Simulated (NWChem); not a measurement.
System: CF2, singlet; SMILES F[C]F

Results from NWChem. Pople sets run with spherical d functions. Low-valent species are run as closed-shell singlets; no triplet was tried in these runs. The geometry was optimised at PBE0/def2-SVP. Gas phase, vertical.

PBE/6-31+G*, TDA puts singlet state 1 at 5.12 eV with oscillator strength 0.061.

Give the wavelength, the transition dipole and the radiative lifetime of that state in vacuum.


1. λ = 1239.84/5.12 = 242 nm, or 41300 cm⁻¹.
2. f = (2/3) ΔE μ² in atomic units, so μ = √(1.5 f/ΔE) = 0.70 a.u. = 1.77 D.
3. τ = 1.499 s cm⁻² / (f ν²) = 14 ns, for a non-degenerate state that emits at the vertical energy.
